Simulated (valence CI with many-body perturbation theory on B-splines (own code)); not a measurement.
Values are calculated unless marked as measured or tabulated.
Level structure of Ca14+

Method: relativistic CI+MBPT: four valence electrons over a frozen Dirac-Fock core [He], radial functions for each j: 11 s, 11 p, 10 d, 8 f, 5 g, 2 h, with the one-electron correlation potential Σ1, the two-electron term Σ2, the three-electron term Σ3, Breit, model QED; selected CI, second order for the rest, scaled by the run's own slope (own B-spline code, finite nucleus).

No measured spectrum was set against this ion. As an estimate, levels of excited configurations hold to 0.05 to 0.15 % of their energy, terms of the ground configuration to about 0.5 %. Among the levels kept, up to 880 cm⁻¹ of a level comes from second order outside the variational space, and about a tenth of that is noise between levels of different J, which matters for small intervals.

Levels 136 to 180 of 189, with energies above the lowest level, 2s2.2p2 3P_0. "Leading %" is the weight of the configuration and term that name the level; weights of strongly mixed levels are sums over their largest components and can fall short, so below about 35 % the name and the second component can differ from the true leading terms, or belong to a minority configuration. In the jj column 3d3/2^4 stands for four electrons in 3d with j = 3/2.

```tsv
No.	Configuration	Term	J	E (Ry)	Leading %	Leading jj	g
136	2s.2p2.3d	3P	0	44.662	98	2s 2p1/2 2p3/2 3d3/2 (41 %)	
137	2s.2p2.3d	3P	1	44.674	97	2s 2p1/2 2p3/2 3d5/2 (41 %)	1.499
138	2s.2p2.3d	3P	2	44.688	91	2s 2p1/2 2p3/2 3d5/2 (35 %)	1.464
139	2s.2p2.3d	3S	1	44.788	87	2s 2p1/2 2p3/2 3d3/2 (36 %)	1.908
140	2s.2p2.3d	1D	2	44.810	89	2s 2p1/2 2p3/2 3d5/2 (43 %)	1.035
141	2s.2p2.3d	1P	1	44.887	87	2s 2p1/2 2p3/2 3d5/2 (40 %)	1.082
142	2s.2p2.3p	1D°	2	44.901	93	2s 2p1/2 2p3/2 3p3/2 (36 %)	1.022
143	2p3.3s	5S°	2	45.053	98	2p1/2 2p3/2^2 3s (52 %)	1.992
144	2s.2p2.3d	1S	0	45.144	95	2s 2p1/2 2p3/2 3d5/2 (36 %)	
145	2s.2p2.3p	1P°	1	45.187	93	2s 2p3/2^2 3p3/2 (42 %)	1.024
146	2s.2p2.3d	3F	2	45.366	56	2s 2p1/2 2p3/2 3d3/2 (45 %)	0.858
147	2s.2p2.3d	3D	1	45.389	86	2s 2p1/2^2 3d3/2 (41 %)	0.576
148	2s.2p2.3d	3D	3	45.392	54	2s 2p1/2^2 3d5/2 (43 %)	1.219
149	2s.2p2.3d	3D	2	45.485	69	2s 2p1/2^2 3d5/2 (35 %)	1.106
150	2s.2p2.3d	3F	3	45.660	48	2s 2p3/2^2 3d5/2 (56 %)	1.205
151	2s.2p2.3d	3F	4	45.672	94	2s 2p3/2^2 3d5/2 (62 %)	1.246
152	2p3.3s	3S°	1	45.736	75	2p1/2 2p3/2^2 3s (36 %)	1.971
153	2s.2p2.3d	3D	2	45.771	35	2s 2p3/2^2 3d3/2 (62 %)	0.984
154	2s.2p2.3d	1P	1	45.794	60	2s 2p3/2^2 3d3/2 (44 %)	0.859
155	2s.2p2.3d	3D	3	45.843	88	2s 2p3/2^2 3d5/2 (48 %)	1.313
156	2s.2p2.3d	3D	1	45.870	74	2s 2p3/2^2 3d3/2 (38 %)	0.621
157	2s.2p2.3d	3D	2	45.880	48	2s 2p3/2^2 3d5/2 (61 %)	1.091
158	2s.2p2.3d	3P	2	45.993	81	2s 2p1/2 2p3/2 3d5/2 (28 %)	1.444
159	2s.2p2.3d	3P	1	46.055	88	2s 2p3/2^2 3d3/2 (37 %)	1.456
160	2s.2p2.3d	3P	0	46.057	97	2s 2p3/2^2 3d3/2 (65 %)	
161	2s.2p2.3d	1F	3	46.166	92	2s 2p3/2^2 3d3/2 (34 %)	1.008
162	2p3.3s	3D°	1	46.166	91	2p1/2 2p3/2^2 3s (49 %)	0.536
163	2p3.3s	3D°	2	46.177	91	2p1/2 2p3/2^2 3s (61 %)	1.177
164	2p3.3s	3D°	3	46.208	95	2p1/2 2p3/2^2 3s (95 %)	1.332
165	2p3.3p	5P	1	46.213	96	2p1/2 2p3/2^2 3p1/2 (47 %)	2.474
166	2p3.3p	5P	2	46.234	94	2p1/2 2p3/2^2 3p1/2 (33 %)	1.814
167	2p3.3p	5P	3	46.283	97	2p1/2 2p3/2^2 3p3/2 (52 %)	1.661
168	2p3.3s	1D°	2	46.449	90	2p1/2 2p3/2^2 3s (77 %)	1.015
169	2s.2p2.3d	1D	2	46.482	89	2s 2p3/2^2 3d5/2 (34 %)	1.029
170	2p3.3p	3P	1	46.588	94	2p1/2^2 2p3/2 3p3/2 (44 %)	1.496
171	2p3.3p	3P	2	46.607	91	2p1/2 2p3/2^2 3p3/2 (45 %)	1.490
172	2p3.3p	3P	0	46.626	98	2p1/2 2p3/2^2 3p3/2 (83 %)	
173	2p3.3p	3D	1	47.134	55	2p1/2 2p3/2^2 3p1/2 (42 %)	0.738
174	2p3.3s	3P°	0	47.165	93	2p1/2 2p3/2^2 3s (93 %)	
175	2p3.3s	3P°	1	47.191	89	2p1/2 2p3/2^2 3s (72 %)	1.479
176	2p3.3p	3D	2	47.218	79	2p1/2 2p3/2^2 3p1/2 (53 %)	1.083
177	2p3.3s	3P°	2	47.256	86	2p3/2^3 3s (68 %)	1.476
178	2p3.3p	3D	3	47.263	73	2p1/2 2p3/2^2 3p1/2 (58 %)	1.270
179	2p3.3p	1P	1	47.301	57	2p1/2 2p3/2^2 3p3/2 (74 %)	0.800
180	2p3.3p	3F	2	47.313	74	2p1/2 2p3/2^2 3p1/2 (24 %)	0.772
```

Names give the largest LS component (configuration and term), which can be under half, so a name can repeat, a term be missing and a line seem to break the LS rules; names also repeat where a configuration has a term twice.
